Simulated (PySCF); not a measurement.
C₄H₁₂Mo, neutral, multiplicity 3. Atoms are numbered in the order given.

```xyz
17

Mo     0.0000     0.0000     0.0000
C      1.2079     1.2079    -1.2079
H      1.8607     1.8607    -0.5838
H      0.5838     1.8607    -1.8607
H      1.8607     0.5838    -1.8607
C     -1.2079     1.2079     1.2079
H     -1.8607     0.5838     1.8607
H     -1.8607     1.8607     0.5838
H     -0.5838     1.8607     1.8607
C     -1.2079    -1.2079    -1.2079
H     -1.8607    -1.8607    -0.5838
H     -0.5838    -1.8607    -1.8607
H     -1.8607    -0.5838    -1.8607
C      1.2079    -1.2079     1.2079
H      1.8607    -1.8607     0.5838
H      0.5838    -1.8607     1.8607
H      1.8607    -0.5838     1.8607
```
Charge 0, spin multiplicity 3.

Geometry optimised at PBE-D3(BJ)/def2-SVP. The multiplicity is an assumed one; other spin states were not compared. The def2 effective core potentials stand for the cores of Mo; spin–orbit coupling is left out.

All values below come from PBE/def2-TZVP (PySCF).

ESP charges are fitted to the potential on shells at 1.4 to 2.0 van der Waals radii. Atomic charges (e):

| atom | ESP fit | Mulliken | Löwdin | Mulliken spin |
|---|---|---|---|---|
| Mo1 | 1.22 | … | 0.48 | 2.16 |
| C2 | -0.84 | … | -0.50 | -0.10 |
| H3 | 0.18 | … | 0.13 | 0.02 |
| H4 | 0.18 | … | 0.13 | 0.02 |
| H5 | 0.18 | … | 0.13 | 0.02 |
| C6 | -0.84 | … | -0.50 | -0.10 |
| H7 | 0.18 | … | 0.13 | 0.02 |
| H8 | 0.18 | … | 0.13 | 0.02 |
| H9 | 0.18 | … | 0.13 | 0.02 |
| C10 | -0.84 | … | -0.50 | -0.10 |
| H11 | 0.18 | … | 0.13 | 0.02 |
| H12 | 0.18 | … | 0.13 | 0.02 |
| H13 | 0.18 | … | 0.13 | 0.02 |
| C14 | -0.84 | … | -0.50 | -0.10 |
| H15 | 0.18 | … | 0.13 | 0.02 |
| H16 | 0.18 | … | 0.13 | 0.02 |
| H17 | 0.18 | … | 0.13 | 0.02 |

Question: Complete the blanks. (An estimate is asked for; the answer gives what the named calculation found.)

Answer: 
- Mo1, Mulliken: 1.06
- C2, Mulliken: -0.67
- H3, Mulliken: 0.13
- H4, Mulliken: 0.13
- H5, Mulliken: 0.13
- C6, Mulliken: -0.67
- H7, Mulliken: 0.13
- H8, Mulliken: 0.13
- H9, Mulliken: 0.13
- C10, Mulliken: -0.67
- H11, Mulliken: 0.13
- H12, Mulliken: 0.13
- H13, Mulliken: 0.13
- C14, Mulliken: -0.67
- H15, Mulliken: 0.13
- H16, Mulliken: 0.13
- H17, Mulliken: 0.13
